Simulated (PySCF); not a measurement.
Cd(F)(Et) (C2H5CdF), SMILES [CH2]([Cd][F])C. Geometry: PBE-D3(BJ)/def2-SVP. The structure was generated by enumeration; whether it is a known compound was not checked. The def2 effective core potentials stand for the cores of Cd; spin–orbit coupling is left out. Other conformers were not sampled.

Give the equilibrium geometry at PBE-D3(BJ)/def2-SVP (PySCF confirms it by a frequency run) as bond lengths and angles, and its point group. (The exact figures need the calculation; the answer reports its results.)

Several could match; the one computed here: point group Cs.
Atoms: Cd1 F2 C3 C4 H5 H6 H7 H8 H9. Bonded distances (Å): Cd1–F2 1.954, Cd1–C3 2.109, C3–C4 1.531, C3–H5 1.109, C3–H6 1.109, C4–H7 1.109, C4–H8 1.109, C4–H9 1.112. Angles (°): F2–Cd1–C3 179.9, Cd1–C3–C4 114.7, Cd1–C3–H5 106.0, Cd1–C3–H6 106.0, C4–C3–H5 111.5, C4–C3–H6 111.5, H5–C3–H6 106.7, C3–C4–H7 112.3, C3–C4–H8 112.3, C3–C4–H9 110.9, H7–C4–H8 107.1, H7–C4–H9 106.9, H8–C4–H9 106.9.
